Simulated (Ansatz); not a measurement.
Molecule: C2H7O2Si (charge 0, doublet). It need not be the lowest isomer of its formula. SMILES: [CH2][Si](C)(O)O
Coordinates optimised at B3LYP-D3(BJ)/def2-TZVP (Ansatz, an electronic-structure program):
```xyz
12

C      1.6341    -0.7810    -0.4188
Si     0.0308     0.0060     0.0149
C     -1.4217    -0.6829    -0.9220
O     -0.1061    -0.2426     1.6449
O      0.0226     1.6190    -0.3607
H      2.2329    -1.3268     0.3013
H      2.0457    -0.7509    -1.4220
H     -1.5560    -1.7450    -0.7106
H     -1.2805    -0.5636    -1.9980
H     -2.3417    -0.1595    -0.6500
H     -0.8957     0.0880     2.0803
H      0.7585     2.1464    -0.0386
```
Charge 0, spin multiplicity 2.

Property: atomisation energy (electronic, to ground-state atoms), in kJ/mol. Cores are frozen in the correlated levels unless marked. Open shells are spin-unrestricted. No spin-orbit coupling. Non-relativistic unless marked X2C. The coupled-cluster limit lacks core correlation, which all-electron functionals hold. CBS marks a two-point X^-3 extrapolation of the correlation energy; Hartree-Fock from the larger set.

```json
[
 {"level": "PBE-D4/def2-TZVPD", "program": "Ansatz + dftd4", "atomisation energy (kJ/mol)": "4699.8"},
 {"level": "BLYP-D4/def2-TZVPD", "program": "Ansatz + dftd4", "atomisation energy (kJ/mol)": "4619.5"},
 {"level": "B97M-V/def2-TZVPD", "program": "Ansatz", "atomisation energy (kJ/mol)": "4643.0"},
 {"level": "B3LYP/def2-TZVPD", "program": "Ansatz", "atomisation energy (kJ/mol)": "4594.1"},
 {"level": "PBE0/def2-TZVPD", "program": "Ansatz", "atomisation energy (kJ/mol)": "4607.3"},
 {"level": "r2SCANh-D4/def2-TZVPD", "program": "Ansatz + dftd4", "atomisation energy (kJ/mol)": "4635.0"},
 {"level": "r2SCANh/def2-TZVPD", "program": "Ansatz", "atomisation energy (kJ/mol)": "4628.8"},
 {"level": "CAM-B3LYP-D4/def2-TZVPD", "program": "Ansatz + dftd4", "atomisation energy (kJ/mol)": "(withheld)"},
 {"level": "LC-wPBE-D3(BJ)/def2-TZVPD", "program": "Ansatz + dftd3", "atomisation energy (kJ/mol)": "4650.4"},
 {"level": "B2GP-PLYP/def2-TZVPD", "program": "Ansatz", "atomisation energy (kJ/mol)": "(withheld)"},
 {"level": "RPA@PBE/cc-pV(Q+d)Z", "program": "Ansatz", "atomisation energy (kJ/mol)": "4398.2"},
 {"level": "CCSD/cc-pV(T+d)Z", "program": "Ansatz", "atomisation energy (kJ/mol)": "(withheld)"},
 {"level": "CCSD/cc-pV(Q+d)Z", "program": "Ansatz", "atomisation energy (kJ/mol)": "4549.1"},
 {"level": "X2C-CCSD(T)/cc-pVTZ-DK", "program": "Ansatz", "atomisation energy (kJ/mol)": "4507.4"},
 {"level": "CCSD(T)/CBS(cc-pV(T+d)Z,cc-pV(Q+d)Z)", "program": "Ansatz", "atomisation energy (kJ/mol)": "(withheld)"}
]
```

Problem. Fill in the missing entries.

Solution. 
- CAM-B3LYP-D4/def2-TZVPD, atomisation energy (kJ/mol): 4662.2
- B2GP-PLYP/def2-TZVPD, atomisation energy (kJ/mol): 4573.3
- CCSD/cc-pV(T+d)Z, atomisation energy (kJ/mol): 4474.1
- CCSD(T)/CBS(cc-pV(T+d)Z,cc-pV(Q+d)Z), atomisation energy (kJ/mol): 4662.0
